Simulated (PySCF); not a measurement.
Ge(H)(OH)(NH2)2 (GeH6N2O), SMILES [NH2][GeH]([NH2])[OH]. Atoms are numbered in the order given.

```xyz
10

Ge     0.0445     0.1292    -0.2292
N     -0.7921    -1.4362    -0.6650
N      1.4769    -0.3688     0.7794
O     -0.8139     1.2210     0.9070
H      0.2583     0.8890    -1.5635
H     -1.5598    -1.3731    -1.3296
H     -1.0732    -2.0048     0.1316
H      2.1535    -0.9729     0.3202
H      1.9530     0.3895     1.2617
H     -1.4374     1.8041     0.4560
```

Coordinates come from a B3LYP-D3(BJ)/def2-SVP optimisation. The structure was generated by enumeration, and PubChem lists no compound with its InChIKey, so it may never have been made. Other conformers were not sampled.

Two levels are set side by side: PBE/pcSseg-1 (PySCF) and B3LYP/pcSseg-1 (PySCF). GIAO shifts against GeH4 (⁷³Ge), H2O (¹⁷O), NH3 (¹⁵N), TMS (¹H) at the same level; non-relativistic, no solvent, atoms listed together averaged. Differences are taken from unrounded values.

```
quantity              B3LYP    PBE  PBE minus B3LYP
--------------------  -----  -----  ---------------
δ(⁷³Ge) of Ge1 (ppm)  361.8  385.8             24.0
δ(¹⁷O) of O4 (ppm)     62.1   72.0             10.0
δ(¹H) of H5 (ppm)      6.08   6.47             0.39
δ(¹H) of H10 (ppm)     0.96   0.96             0.00
```

Rough cost on one machine, each run with all the roots and properties that it gave: B3LYP against PBE within a factor of 2.
